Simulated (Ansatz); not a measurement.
Calculated with Ansatz (gas phase, PBE0-D4/def2-TZVP geometries, no zero-point term in ΔE). CBS: MP2 limit from def2 TZ/QZ plus the TZ coupled-cluster correction, frozen cores. This one scheme is used for every species. DFT in def2-TZVPP.

Reaction (ligand exchange at the Al–C bond): `[CH3][Al]([CH3])[C]#N` + H–F → `[CH3][Al]([F])[C]#N` + CH₄

`[CH3][Al]([CH3])[C]#N`:

Cartesian coordinates in Å:
```
C -1.346 -1.257 0.191
Al -0.055 0.143 -0.168
C 1.652 0.484 0.684
C -0.549 1.393 -1.585
N -0.840 2.131 -2.423
H -1.033 -1.935 0.987
H -2.312 -0.825 0.473
H -1.529 -1.852 -0.710
H 2.454 0.526 -0.059
H 1.916 -0.269 1.429
H 1.643 1.461 1.180
```

H–F:

```xyz
2

F    -0.459    0.020    0.029
H     0.459   -0.020   -0.029
```

`[CH3][Al]([F])[C]#N`:

```xyz
8

C    -0.872    0.635    0.741
Al    0.717   -0.213    0.068
F     2.115   -0.298    0.925
C     0.809   -1.040   -1.675
N     0.808   -1.519   -2.724
H    -1.205    0.158    1.667
H    -0.681    1.686    0.978
H    -1.690    0.590    0.020
```

CH₄:

```xyz
5

C     0.000    0.000    0.000
H    -1.014   -0.171   -0.360
H     0.683    0.045   -0.848
H     0.294   -0.816    0.660
H     0.037    0.941    0.547
```

```csv
level,ΔE (kJ/mol)
PBE-D4,-179.5
revPBE,-183.6
CCSD(T)/def2-SVP,-203.5
CCSD/CBS(def2),-188.7
```

Task: What does CCSD(T)/CBS give? (Estimate.)

Result: Computed: -186.4 kJ/mol. The listed levels differ from it by 6.9, 2.8, -17.1, -2.3 kJ/mol.

Largest T1 diagnostic among the species: 0.013.

Leaving LDA and LC-ωPBE aside and taking each functional with its dispersion term where it has one, the values, not all of them listed here, spread over 18.2 kJ/mol, from B97M-V to revPBE-D4. LDA lies +6.4 kJ/mol from PBE without D4. In def2-TZVPP, CCSD(T) changes the Hartree–Fock value by +16.8 kJ/mol (the triples alone add +2.3 kJ/mol) and MP2 by +15.6 kJ/mol.
